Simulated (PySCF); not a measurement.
# Structure and specific rotation at 589.3 nm (origin-invariant length gauge)

The calculation used TDDFT PBE0/def2-SVPD circular dichroism and optical rotation, one conformer, gas phase (PySCF 2.14.0). Geometry: GFN2-xTB.

Each molecule in one low-energy conformer. The parent is C[Si@@H]1CC[Si@@H]1[SiH2]P.

The molecule is flexible and this is one conformer; a measurement averages over conformers.

Problem. How does the specific rotation at 589.3 nm (origin-invariant length gauge) change along this series?
- C[Si@@H]1CC[Si@@H]1[SiH2]P (base)
- C[Si@H]1CC[Si@@H]1[SiH2]P (diastereomer)

Solution. 
```csv
molecule,[α]589 (deg dm⁻¹ (g/mL)⁻¹),S1 (eV),"R(S1), velocity form (10⁻⁴⁰ esu² cm²)"
C[Si@@H]1CC[Si@@H]1[SiH2]P,-363.1,5.06,-6.0
C[Si@H]1CC[Si@@H]1[SiH2]P,-326.8,5.43,-1.9
```
The specific rotation at 589.3 nm (origin-invariant length gauge) is lowest for C[Si@@H]1CC[Si@@H]1[SiH2]P and highest for C[Si@H]1CC[Si@@H]1[SiH2]P.
